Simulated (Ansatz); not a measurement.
Ideal-gas functions of C$_{2}$H$_{3}$BrN$_{2}$Si, SMILES `Br/C=N\C1=N[SiH2]1` at 500 K and 1 bar, from an Ansatz frequency run at PBE0-D4/def2-TZVP.

Molar mass 163.05 g/mol, point group C1 (symmetry number 1), electronic degeneracy 1, moments of inertia 112.007, 548.208, 616.209 u Å². Harmonic wavenumbers (cm⁻¹, unscaled): 52, 86, 227, 322, 499, 519, 579, 615, 655, 677, 732, 765, 869, 963, 1154, 1310, 1631, 1761, 2262, 2280, 3203.

Use S(trans) = R[1.5 ln M + 2.5 ln T − 1.1517]; rotational temperatures θ = 24.2544 K / I; S(rot) = R[ln(√π/σ · √(T³/θAθBθC)) + 1.5]; for each mode x = 1.438777 ν̃/T, S = R[x/(eˣ − 1) − ln(1 − e⁻ˣ)] and H = RT x/(eˣ − 1); 1 cm⁻¹ = 0.0119627 kJ/mol; R = 8.31446 J/(mol·K).

Question: By hand: the entropy, in J/(mol·K).

Answer: Translation 183.1. Rotation: θ = 0.2165, 0.0442, 0.0394 K, giving 127.5. Vibration, mode by mode: 24.12, 19.95, 12.00, 9.24, 5.99, 5.71, 4.97, 4.58, 4.18, 3.97, 3.50, 3.25, 2.57, 2.08, 1.34, 0.93, 0.44, 0.32, 0.09, 0.09, 0.01, in all 109.3. Electronic 0.0. Sum 419.9 J/(mol·K).

Question: By hand: H − E and G − E in kJ/mol, counted from the electronic energy.

Answer: Zero-point energy ½ × 21161 × 0.0119627 = 126.6; thermal vibration 27.9; translation, rotation and pV give 4 RT = 16.6. H − E = 171.1 kJ/mol, and G − E = 171.1 − 500 × 419.9/1000 = -38.8 kJ/mol.

Vibration gives 26 % of the entropy, 44.1 J/(mol·K) of it from the modes under 150 cm⁻¹: soft modes count most, and the harmonic formula is weakest for them. The sum counts one conformer and one mirror image; others add a mixing term.
